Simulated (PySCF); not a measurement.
Vertical excitations of a molecule C4H4ClF from TDDFT-PBE/def2-SVPD (PySCF), as energy in eV (oscillator strength): 5.03 (0.231), 5.17 (0.000), 5.49 (0.000), 5.51 (0.210), 6.04 (0.001), 6.66 (0.014), 6.78 (0.085), 6.90 (0.000), 6.98 (0.000), 7.03 (0.002). Lowest triplet (TDA): 3.01 eV. The structure is a stationary point at B3LYP-D3(BJ)/def2-SVP. Other conformers were not sampled.

Pick the molecule that these values belong to.
A. C=C(Cl)/C=C\F
B. C=C/C(Cl)=C\F
C. C#C[C@@H](F)CCl
D. C#CC[C@H](F)Cl

A, C=C(Cl)/C=C\F
